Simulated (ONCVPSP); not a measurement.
# tellurium (Te): ONCV pseudisation with PBE, scalar-relativistic reference atom.

The input file (ONCVPSP 4.0.1):

```
# ATOM AND REFERENCE CONFIGURATION
# atsym  z   nc   nv     iexc    psfile
  Te 52.00    9    2        4      upf
#
#   n    l    f
    1    0    2.00
    2    0    2.00
    2    1    6.00
    3    0    2.00
    3    1    6.00
    3    2   10.00
    4    0    2.00
    4    1    6.00
    4    2   10.00
    5    0    2.00
    5    1    3.00
#
# PSEUDOPOTENTIAL AND OPTIMIZATION
# lmax
    1
#
#   l,   rc,      ep,       ncon, nbas, qcut
    0    1.90    0.00    4    8    3.60
    1    2.10    0.00    4    8    3.30
#
# LOCAL POTENTIAL
# lloc, lpopt,  rc(5),   dvloc0
    4    5    1.75    1.00
#
# VANDERBILT-KLEINMAN-BYLANDER PROJECTORs
# l, nproj, debl
    0    1    1.40
    1    1    1.10
#
# MODEL CORE CHARGE
# icmod, fcfact, rcfact
    0    0.00    0.00
#
# LOG DERIVATIVE ANALYSIS
# epsh1, epsh2, depsh
   -2.00    5.00    0.02
#
# OUTPUT GRID
# rlmax, drl
    6.00    0.01
#
# TEST CONFIGURATIONS
# ncnf
    4
# nvcnf
#   n    l    f
    2
    5    0    2.00
    5    1    4.00
#
    2
    5    0    2.00
    5    1    2.00
#
    2
    5    0    2.00
    5    1    1.00
#
    2
    5    0    0.00
    5    1    6.00
#
```

Command:

```bash
oncvpsp.x < Te.dat > Te.out
```

The program printed (shortened: citation, most of the input echo, consistency checks and plot data are left out):

```
ONCVPSP  (Optimized Norm-Conservinng Vanderbilt PSeudopotential)
scalar-relativistic version 4.0.1

#   n    l    f        energy (Ha)
    1    0    2.00    -1.1626919E+03
    2    0    2.00    -1.7858157E+02
    2    1    6.00    -1.6034125E+02
    3    0    2.00    -3.5805954E+01
    3    1    6.00    -2.9877343E+01
    3    2   10.00    -2.0915683E+01
    4    0    2.00    -6.3738603E+00
    4    1    6.00    -4.5370239E+00
    4    2   10.00    -1.8623316E+00
    5    0    2.00    -8.6152193E-01
    5    1    3.00    -5.0283714E-01

Reference configufation results
  iterations    26
  all-electron total energy (Ha)   -6.79412405D+03

Begin loop to  construct optimized pseudo wave functions
and semi-local pseudopoentials for all angular momenta

Calculating optimized projector #   1

 for l=   0

    Fraction of norm inside rc  0.464821
    Optimizing pswf for qcut=   3.60 a_B^-1,  ecut=   6.49 Ha
    Residual kinetic energy error=  3.03D-03 Ha

    Energy error per electron        Cutoff
         Ha          eV             Ha
         0.01000     0.27211        5.24
         0.00100     0.02721       12.07
         0.00010     0.00272       41.90
         0.00001     0.00027       49.93

Calculating optimized projector #   1

 for l=   1

    Fraction of norm inside rc  0.369587
    Optimizing pswf for qcut=   3.29 a_B^-1,  ecut=   5.43 Ha
    Residual kinetic energy error=  3.22D-03 Ha

    Energy error per electron        Cutoff
         Ha          eV             Ha
         0.01000     0.27211        2.55
         0.00100     0.02721       11.67
         0.00010     0.00272       40.89
         0.00001     0.00027       47.74

Construct Vanderbilt / Kleinmman-Bylander projectors

Pseudoatom total energy   -7.700116

Diagnostic tests using Vanderbilt-Kleinman-Bylander pseudopotentials
  1 or more projectors used as specified by nproj input data

   l    rcore       rmatch      e in        delta e   norm test  slope test

   0   1.9065550   1.9644422  -0.8615219  -0.0000038   0.9999994   1.0000196

   1   2.1106442   2.1747279  -0.5028371  -0.0000006   1.0000011   1.0000432

 Testing for bound ghosts
   n   l    E NL Schr. Eq   E Basis Diag.   E Cutoff

   1   0       -0.861526       -0.860788     51.46

   2   1       -0.502838       -0.500620     49.57

 Testing for highly-localized positive-energy ghosts
       l    <radius>/rc     E Basis Diag.   E Cutoff

Test configuration 0

   n   l     f        eae           eps        diff
   1   0  2.0000-1162.69189848
   2   0  2.0000 -178.58157394
   2   1  6.0000 -160.34125294
   3   0  2.0000  -35.80595409
   3   1  6.0000  -29.87734254
   3   2 10.0000  -20.91568308
   4   0  2.0000   -6.37386034
   4   1  6.0000   -4.53702394
   4   2 10.0000   -1.86233163
   5   0  2.0000   -0.86152193   -0.86152572   -3.79D-06
   5   1  3.0000   -0.50283714   -0.50283777   -6.34D-07

    Total energies and differences
      AE_ref= -6.79412405D+03  AE_tst= -6.79412405D+03  dif=  0.00D+00
      PS_ref= -7.70011633D+00  PS_tst= -7.70011633D+00  dif= -5.33D-15
      PSP excitation error=  5.33D-15

Test configuration 1

   n   l     f        eae           eps        diff
   1   0  2.0000-1162.35542702
   2   0  2.0000 -178.24669001
   2   1  6.0000 -160.00617970
   3   0  2.0000  -35.47180848
   3   1  6.0000  -29.54318162
   3   2 10.0000  -20.58152409
   4   0  2.0000   -6.04114043
   4   1  6.0000   -4.20445660
   4   2 10.0000   -1.53071796
   5   0  2.0000   -0.55523108   -0.55557887   -3.48D-04
   5   1  4.0000   -0.21877984   -0.21891583   -1.36D-04

    Total energies and differences
      AE_ref= -6.79412405D+03  AE_tst= -6.79448158D+03  dif= -3.58D-01
      PS_ref= -7.70011633D+00  PS_tst= -8.05780491D+00  dif= -3.58D-01
      PSP excitation error=  1.57D-04

Test configuration 2

   n   l     f        eae           eps        diff
   1   0  2.0000-1163.08063762
   2   0  2.0000 -178.96723614
   2   1  6.0000 -160.72726474
   3   0  2.0000  -36.19016583
   3   1  6.0000  -30.26158127
   3   2 10.0000  -21.29992836
   4   0  2.0000   -6.75512185
   4   1  6.0000   -4.91791573
   4   2 10.0000   -2.24124864
   5   0  2.0000   -1.20225398   -1.20183944    4.15D-04
   5   1  2.0000   -0.81967105   -0.81959011    8.09D-05

    Total energies and differences
      AE_ref= -6.79412405D+03  AE_tst= -6.79346532D+03  dif=  6.59D-01
      PS_ref= -7.70011633D+00  PS_tst= -7.04125156D+00  dif=  6.59D-01
      PSP excitation error= -1.32D-04

Test configuration 3

   n   l     f        eae           eps        diff
   1   0  2.0000-1163.51337061
   2   0  2.0000 -179.39520717
   2   1  6.0000 -161.15576470
   3   0  2.0000  -36.61586663
   3   1  6.0000  -30.68732196
   3   2 10.0000  -21.72568818
   4   0  2.0000   -7.17609758
   4   1  6.0000   -5.33824560
   4   2 10.0000   -2.65840698
   5   0  2.0000   -1.56894548   -1.56768596    1.26D-03
   5   1  1.0000   -1.16154976   -1.16098477    5.65D-04

    Total energies and differences
      AE_ref= -6.79412405D+03  AE_tst= -6.79247682D+03  dif=  1.65D+00
      PS_ref= -7.70011633D+00  PS_tst= -6.05273094D+00  dif=  1.65D+00
      PSP excitation error= -1.58D-04

Test configuration 4

   n   l     f        eae           eps        diff
   1   0  2.0000-1162.45868572
   2   0  2.0000 -178.34831395
   2   1  6.0000 -160.10742993
   3   0  2.0000  -35.57488871
   3   1  6.0000  -29.64619061
   3   2 10.0000  -20.68444024
   4   0  2.0000   -6.14296498
   4   1  6.0000   -4.30547135
   4   2 10.0000   -1.62744425
   5   1  6.0000   -0.25810108   -0.25768506    4.16D-04

    Total energies and differences
      AE_ref= -6.79412405D+03  AE_tst= -6.79379430D+03  dif=  3.30D-01
      PS_ref= -7.70011633D+00  PS_tst= -7.37126761D+00  dif=  3.29D-01
      PSP excitation error=  8.99D-04
```

The run took about 4 s on one core of a shared server CPU.
